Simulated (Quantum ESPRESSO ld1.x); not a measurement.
Species: neutral titanium. Configuration: [Ar] 3d2 4s1 5s1 (not the ground configuration).

Calculated with ld1.x of Quantum ESPRESSO 7.5: Dirac Kohn-Sham, relativistic LDA (MacDonald-Vosko exchange, VWN5 correlation), spin-unpolarised, spherical densities, point nucleus; open shells are shared between the two j in proportion to 2j + 1.

Energy parts (eV):
| part | energy |
|---|---|
| total | -23156.2 |
| kinetic | 23337.7 |
| electron-nucleus | -55043.3 |
| Hartree | 9620.2 |
| exchange-correlation | -1070.8 |

Orbitals (lengths in bohr, moments of r in powers of bohr; <r^-3> diverges for s and p1/2):
| orbital | occ. | eigenvalue (eV) | <r> | <r^4> | <r^2> | <r^-3> |
|---|---|---|---|---|---|---|
| 1s1/2 | 2 | -4848.339 | 0.06982 | 0.0001106 | 0.006555 | - |
| 2s1/2 | 2 | -538.406 | 0.3260 | 0.02790 | 0.1258 | - |
| 2p1/2 | 2 | -451.250 | 0.2887 | 0.02191 | 0.1030 | - |
| 2p3/2 | 4 | -445.511 | 0.2914 | 0.02261 | 0.1047 | 259.0 |
| 3s1/2 | 2 | -66.109 | 1.010 | 2.262 | 1.178 | - |
| 3p1/2 | 2 | -43.155 | 1.082 | 3.371 | 1.382 | - |
| 3p3/2 | 4 | -42.491 | 1.090 | 3.477 | 1.403 | 30.12 |
| 3d3/2 | 0.8 | -8.288 | 1.523 | 24.53 | 3.057 | 2.048 |
| 3d5/2 | 1.2 | -8.239 | 1.528 | 24.85 | 3.076 | 2.024 |
| 4s1/2 | 1 | -7.326 | 3.229 | 231.0 | 11.95 | - |
| 5s1/2 | 1 | -1.412 | 8.984 | 11660 | 90.13 | - |

The highest occupied level is 5s1/2 at -1.412 eV. The density falls to 0.001 e/bohr^3 at r = 4.20 bohr.
